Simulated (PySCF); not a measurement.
ZnH, SMILES [ZnH+] (connectivity only; charge and spin as stated), charge +1, multiplicity 1. The structure is a stationary point at PBE-D3(BJ)/def2-TZVPD. The multiplicity is an assumed one; other spin states were not compared.

Level of theory: PySCF with PBE-D3(BJ)/def2-TZVPD.

Harmonic wavenumbers (cm⁻¹): 1847. Rotational constants (GHz): 214.9 (linear); symmetry number 1.

**Question.** Work out the zero-point energy and the ideal-gas rigid-rotor harmonic-oscillator thermochemistry at 298.15 K and 1 atm.

**Answer.** ZPE = ½ Σ hcν = ½ × 1847 cm⁻¹ = 11.05 kJ/mol. H − E(el) = 19.73 kJ/mol. Entropy in J/(mol K): translation 161.07, rotation 36.28, vibration 0.01, total 197.37. G − E(el) = -39.12 kJ/mol. Cp = 29.19 J/(mol K).
